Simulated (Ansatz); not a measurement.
`C=C[Se]C=N` + CH₃OH → `C=C[Se]CO` + `C=N`  (formal exchange of groups at the Se–C bond)

Isolated molecules relaxed with PBE0-D4/def2-TZVP in Ansatz; ΔE leaves out vibrations. CCSD(T)/CBS is the MP2 limit (def2-TZVPP, def2-QZVPP) plus CCSD(T) − MP2 in def2-TZVPP, frozen cores. This one scheme is used for every species. Functionals use def2-TZVPP. For Se outer-core shells are correlated without core-valence functions, which leaves a few kJ/mol of doubt a bond. Scalar relativity is left out up to krypton. One conformer a species, not always the lowest.

```
        level  ΔE (kcal/mol)
       r2SCAN            4.1
HF/def2-QZVPP            1.7
```

Problem. What does CCSD(T)/CBS give? (Best estimate.)

Solution. Computed: +1.8 kcal/mol. The listed levels differ from it by 2.3, -0.1 kcal/mol.

Largest T1 diagnostic among the species: 0.012.
